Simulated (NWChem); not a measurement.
**Correlation energy of H3BN**

```xyz
5

B     -0.7819     0.3514     0.0000
N      0.5141    -0.1151     0.0000
H     -1.7711    -0.3425     0.0000
H      0.7572    -1.1025     0.0000
H      1.3243     0.4934     0.0000
```
Charge 0, spin multiplicity 2.

All runs are NWChem calculations. All single points use one geometry, from UPBE0/def2-SVP, a minimum by its harmonic frequencies. It is one conformer; others weren't searched.

Basis set: 3-21G. Each correlation energy counts from its own Hartree-Fock reference.

The correlated methods keep 2 core orbitals frozen. The structure started from a generated list of species. The unpaired electrons of the parent sit in orbitals of symmetry a' (Cs labels of the run); other states weren't searched. The stability of the SCF solutions was not checked. Open-shell Hartree-Fock references start from PBE0 orbitals. No row is a measurement; the coupled-cluster row has its own basis-set and correlation limits.

Q: For the correlation energy, UMP2 gives -148.8 mHa and SCS-UMP2 gives -150.4 mHa. What do CCSD on UHF, CCSD[T] on UHF, CCSD(T) on UHF give?

A: CCSD on UHF: -168.0 mHa; CCSD[T] on UHF: -172.7 mHa; CCSD(T) on UHF: -172.2 mHa.
